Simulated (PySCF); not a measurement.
Task: Give a PBE0-D3(BJ)/def2-SVP geometry of `[H][Sn]([H])([H])[S]C` (Sn(SMe)H3).

Result: 
```
atom  x, y, z in Å
Sn1   -0.3719    0.8495   -1.3335
S2    -0.4389    0.8002    1.0842
C3     0.3532   -0.8122    1.3904
H4    -0.2190   -1.6416    0.9501
H5     0.3730   -0.9470    2.4809
H6     1.3885   -0.8402    1.0209
H7     1.2602    0.8363   -1.8612
H8    -1.1637    2.2914   -1.7931
H9    -1.1813   -0.5365   -1.9388
```

Orientation and origin are arbitrary. Atoms count from 1 in this order. Sn1 (tin bonded to S and 3 H) is distorted tetrahedral (angles from 105.9° to 111.6°).

Bonds between heavy atoms (Å): Sn1–S2 2.419, S2–C3 1.822.

The calculation used PBE0-D3(BJ)/def2-SVP geometry optimisation, gas phase, def2 core potentials past Kr in PySCF 2.14.0.

Point group: near Cs, missed by 0.10 Å at most; the miss may be what the optimiser left on a soft mode. Stationary, but not proved a minimum.

Time: 23 s of wall time. Hardware: x86-64 server, one thread, shared host. These figures are those of the optimisation.
